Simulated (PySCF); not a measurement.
Structure problem from calculated spectra and properties.

Formula: C6H17NSi.

| Quantity | Value |
| --- | --- |
| 13C NMR | chemical shifts (computed TMS as zero) by class: 49.6 (2 C), 24.8 (4 C) ppm [GIAO PBE0/pcSseg-1] |
| 1H NMR | chemical shifts (computed TMS as zero) by class: 4.66 (3 H), 3.00 (2 H), 1.14 (12 H) ppm [GIAO PBE0/pcSseg-1] |
| NMR, other nuclei | isotropic shieldings of nuclei other than C and H, by class: 219 (1 N), 416 (1 Si) ppm [GIAO PBE0/pcSseg-1] |
| Rotational structure | rotational constants A, B, C: 1.753, 1.356, 1.136 GHz [GFN2-xTB] |
| Dipole | 1.10 D [PBE0/pcSseg-1] |

The electronic properties come from PySCF, for the isolated species, density fitting. Levels stand in brackets. One conformer (not necessarily the lowest) at the GFN2-xTB geometry, without solvent, vibrations or thermal averaging. Each NMR value is the plain mean over a class of atoms that symmetry, rotation or inversion makes alike.

Problem. What is the compound? Reason from the data.

Solution. Numbering: `[CH3:1][CH:2]([CH3:3])[N:4]([SiH3:5])[CH:6]([CH3:7])[CH3:8]`. Its formula, C6H17NSi, gives 0 degrees of unsaturation, so no ring and no π bond. 6 carbons fall into 2 classes; from least to most shielded: sp3 carbon bound to nitrogen [C2/C6] (49.6 ppm, 2 C, up to 9.5 ppm apart in this geometry), methyl carbon [C1/C3/C7/C8] (24.8 ppm, 4 C, up to 5.0 ppm apart in this geometry). Hydrogen classes from least to most shielded: 3 H on an SiH3 silicon, Si5 (4.66 ppm, a mean of values up to 0.5 ppm apart in this geometry), 2 H on 2 like atoms (sp3 carbon bound to nitrogen), C2/C6 (3.00 ppm), 12 H on 4 methyl carbons, C1/C3/C7/C8 (1.14 ppm, a mean of values up to 0.6 ppm apart in this geometry). The other shieldings belong to: 219 ppm, silicon-bound nitrogen [N4]; 416 ppm, SiH3 silicon [Si5]. The optimised geometry has point group C1 and is an asymmetric top. Structure: `CC(C)N([SiH3])C(C)C`. Computed isomers that give other values at the same levels: `CCN[SiH2][C@@H](C)CC` (13C chemical shifts (computed TMS as zero) by class: 42.9 (1 C), 33.9 (1 C), 25.1 (1 C), 22.4 (1 C), 20.8 (1 C), 17.9 (1 C) ppm); `CN(C)[SiH2]C(C)(C)C` (13C chemical shifts (computed TMS as zero) by class: 42.0 (2 C), 29.3 (3 C), 20.2 (1 C) ppm). The assignments are read from this structure; whether some other isomer fits the data as well wasn't checked.

Conformer computed: `[CH3:1][CH:2]([CH3:3])[N:4]([SiH3:5])[CH:6]([CH3:7])[CH3:8]`: C1–C2–N4–Si5 50°, C2–N4–C6–C7 65°.
